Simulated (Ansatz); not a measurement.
Reaction (ligand exchange at the Al–S bond): `[OH][AlH][SH]` + `N[SiH3]` → `[OH][AlH][NH][SiH3]` + H₂S

Gas-phase electronic energies from Ansatz, PBE0-D4/def2-TZVP geometries. CCSD(T)/CBS is the MP2 limit (def2-TZVPP, def2-QZVPP) plus CCSD(T) − MP2 in def2-TZVPP, frozen cores. This one scheme is used for every species. DFT in def2-TZVPP. HSE06 is defined as in plane-wave codes. One conformer a species, not always the lowest.

`[OH][AlH][SH]`:

```xyz
6

O     0.667    0.841   -1.065
Al   -0.186   -0.499   -0.490
S    -0.712   -0.733    1.619
H     0.980    1.577   -0.542
H    -0.613   -1.608   -1.515
H    -0.136    0.423    1.993
```

`N[SiH3]`:

Cartesian coordinates in Å:
```
N -0.709 0.464 -0.648
Si 0.431 -0.374 0.331
H -0.405 1.244 -1.209
H -1.644 0.615 -0.306
H 1.610 -0.694 -0.514
H 0.931 0.365 1.529
H -0.215 -1.620 0.817
```

`[OH][AlH][NH][SiH3]`:

```xyz
10

O     1.915   -0.253   -1.138
Al    0.567   -1.196   -0.742
N    -0.702   -0.424    0.232
Si   -0.817    1.176    0.871
H     2.650   -0.572   -1.657
H     0.414   -2.699   -1.201
H    -1.493   -1.017    0.451
H     0.404    1.918    0.472
H    -0.923    1.173    2.358
H    -2.016    1.895    0.355
```

H₂S:

```xyz
3

S    -0.288   -0.196   -0.512
H     0.981    0.131   -0.228
H    -0.693    0.065    0.740
```

```
             level  ΔE (kcal/mol)  difference from CCSD(T)/CBS
       LDA (SPW92)            3.6                          1.0
            B97M-V            3.1                          0.5
        r2SCANh-D4            3.4                          0.8
      CAM-B3LYP-D4            1.8                         -0.8
              BLYP            3.3                          0.7
              PBE0            4.6                          2.0
           r2SCAN0            3.7                          1.1
             HSE06            4.7                          2.1
             BHLYP            2.9                          0.3
           LC-ωPBE            3.7                          1.1
       HF/def2-SVP            2.0                         -0.6
     CCSD/def2-SVP            0.5                         -2.1
  CCSD(T)/def2-SVP            0.4                         -2.2
   CCSD/def2-TZVPP            1.8                         -0.8
CCSD(T)/def2-TZVPP            1.9                         -0.7
SCS-MP2/def2-QZVPP            2.1                         -0.5
       CCSD(T)/CBS            2.6                            0
```

Largest T1 diagnostic among the species: 0.012.

At CCSD(T), def2-SVP lies −2.2 kcal/mol from the extrapolated value and def2-TZVPP −0.7 kcal/mol. The D4 term adds −0.9 kcal/mol with B3LYP and −0.5 kcal/mol with PBE0; it sums over pairs of atoms, weighted by their polarisabilities, and B3LYP, whose exchange is more repulsive, gets the larger term. Leaving LDA and LC-ωPBE aside and taking each functional with its dispersion term where it has one, the values, not all of them listed here, spread over 2.3 kcal/mol, from CAM-B3LYP-D4 to HSE06-D4. LDA lies −1.1 kcal/mol from PBE without D4.

B3LYP here is the variant with VWN-RPA as its local correlation; programs differ in this.
